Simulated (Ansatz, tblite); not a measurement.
Spin states of mer-FeBr3(NH3)3 (FeBr3N3H9), formally d⁵, each relaxed with r2SCAN-D4/def2-SVP in Ansatz. Electronic energies in the gas phase.

The xTB rows come from tblite. The name describes the doublet; other states may take another shape.

Doublet geometry:

```xyz
16

Fe   -0.313   -0.260   -0.055
Br    1.256   -1.940    0.767
Br   -1.478    1.709   -0.892
Br   -2.160   -1.761   -0.293
N     1.235    1.054    0.207
H     0.949    1.870    0.755
H     1.560    1.430   -0.686
H     2.015    0.575    0.670
N     0.212   -0.733   -1.923
H     0.043    0.029   -2.585
H    -0.409   -1.507   -2.185
H     1.173   -1.073   -2.011
N    -0.912    0.124    1.811
H    -1.292    1.069    1.918
H    -0.199   -0.053    2.523
H    -1.681   -0.532    1.982
```

Quartet geometry:

Cartesian coordinates in Å:
```
Fe -0.300 0.153 0.295
Br 0.462 2.410 -0.667
Br -0.543 -2.366 0.752
Br -1.911 0.951 1.875
N 1.112 -0.592 -1.094
H 0.691 -1.291 -1.709
H 1.879 -1.080 -0.627
H 1.488 0.189 -1.643
N 1.098 0.310 1.741
H 1.329 -0.625 2.091
H 0.683 0.846 2.509
H 1.937 0.801 1.424
N -1.777 0.079 -1.076
H -2.053 -0.896 -1.226
H -1.516 0.526 -1.958
H -2.579 0.583 -0.685
```

Sextet geometry (Cs within 0.1 Å):

```xyz
16

Fe    0.2941   -0.4138   -0.1190
Br    0.4132   -0.4818    2.3847
Br   -0.2562    0.2670   -2.4691
Br    1.6627   -2.3480   -0.6222
N    -0.9999    1.4018    0.2947
H    -1.9167    1.2919   -0.1427
H    -0.5968    2.2329   -0.1420
H    -1.1172    1.5698    1.2971
N     2.0682    0.8627   -0.1140
H     2.2627    1.2289   -1.0488
H     2.8314    0.2318    0.1427
H     2.0691    1.6299    0.5600
N    -1.4826   -1.6819   -0.0163
H    -1.9102   -1.7895   -0.9390
H    -2.1971   -1.4067    0.6595
H    -1.1248   -2.5950    0.2743
```

Run but left out: HF/STO-3G, HF/def2-TZVP, MP2/def2-TZVP (doublet: ⟨S²⟩ 1.54 to 2.52, where a pure state has 0.75).

Only these spin states were relaxed.

| level | quartet − doublet (kcal/mol) | sextet − doublet (kcal/mol) | lowest of these | remarks |
| --- | --- | --- | --- | --- |
| GFN2-xTB | 34.4 | 58.9 | doublet | – |
| PBE-D4/def2-TZVP | 6.8 | 3.5 | doublet | – |
| r2SCAN-D4/def2-TZVP | 3.4 | -10.1 | sextet | spin-contaminated (⟨S²⟩ 0.85) (doublet) |
| B97M-V/def2-TZVP | 7.5 | -5.2 | sextet | spin-contaminated (⟨S²⟩ 0.86) (doublet) |

(1) Estimate the rows for GFN1-xTB, r2SCANh-D4/def2-TZVP, PBE0-D4/def2-TZVP.

(2) How do the metal–ligand distances follow the spin state?

Answers

(1) 
```json
{"level": "GFN1-xTB", "quartet − doublet (kcal/mol)": "29.3", "sextet − doublet (kcal/mol)": "51.7", "lowest of these": "doublet", "remarks": "–"}
{"level": "r2SCANh-D4/def2-TZVP", "quartet − doublet (kcal/mol)": "0.5", "sextet − doublet (kcal/mol)": "-16.4", "lowest of these": "sextet", "remarks": "spin-contaminated (⟨S²⟩ 0.90) (doublet)"}
{"level": "PBE0-D4/def2-TZVP", "quartet − doublet (kcal/mol)": "-1.5", "sextet − doublet (kcal/mol)": "-15.4", "lowest of these": "sextet", "remarks": "spin-contaminated (⟨S²⟩ 0.87) (doublet)"}
```

The xTB methods have no term that favours high spin, so they put low spin too low.

(2) 
```tsv
state	donor atoms	mean metal–ligand distance (Å)	range (Å)	Mulliken spin on the metal (PBE0)
doublet	6	2.219	2.00–2.44	1.17
quartet	6	2.281	2.02–2.57	2.87
sextet	6	2.346	2.19–2.51	4.16
```

⟨S²⟩ at PBE0-D4/def2-TZVP: doublet 0.87 (pure 0.75), quartet 3.83 (pure 3.75), sextet 8.76 (pure 8.75).
